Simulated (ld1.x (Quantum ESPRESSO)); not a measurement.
Transferability test, PAW potential for Zr (Z = 40)

| Property | Result |
| --- | --- |
| Element | zirconium |
| Generator | ld1.x (Quantum ESPRESSO) 7.5 |
| Type | PAW |
| Functional | PBE |
| Relativity | scalar-relativistic |
| Frozen core | [Kr] |
| Valence charge | 4 |
| Reference configuration | 4d2 5s1.5 5p0 (charge +0.5) |
| Partial waves | 5s (bound): rcut 2.45, rcutus 3.40 bohr; 5s channel at -0.15 Ry: rcut 2.45, rcutus 3.40 bohr; 5p (bound, empty): rcut 3.15, rcutus 4.15 bohr; 5p channel at 0.15 Ry: rcut 3.15, rcutus 4.15 bohr; 4d (bound): rcut 2.90, rcutus 3.15 bohr; 4d channel at 0.4 Ry: rcut 2.90, rcutus 3.15 bohr |
| Local potential | all-electron potential smoothed inside 2.45 bohr (lloc = -2) |
| Core correction | a·sin(br)/r model core, default radius (ld1.x builds one for every PAW set, though the input has nlcc=.false.) |
| Augmentation charge | PSQ, inside the norm-conserving radii |

Energies are relative to the spin-unpolarised reference configuration 4d2 5s1.5 5p0; without spin polarisation the order of configurations can differ from experiment. Not all tests gave a result: 1 of 7 tests not solved or not reliable. Left out of the table: 4d3 5s1 5p0 (solver errors, printed error -66.3 eV).

(1) Give the all-electron excitation energy and the error of the potential for: 4d2 5s2 5p0; 4d2 5s1 5p0; 4d2 5s0 5p0; 4d1 5s2 5p1; 4d2 5s0 5p2; 4d2.5 5s1.5 5p0.

Results:

(1)

```csv
valence configuration,charge,ΔE all-electron (eV),error AE − PS (meV)
4d2 5s2 5p0,0,-2.880,+0.2
4d2 5s1 5p0,+1,4.257,-0.9
4d2 5s0 5p0,+2,17.198,-5.9
4d1 5s2 5p1,0,0.124,-62
4d2 5s0 5p2,0,3.334,+0.8
4d2.5 5s1.5 5p0,0,-2.366,-11
```
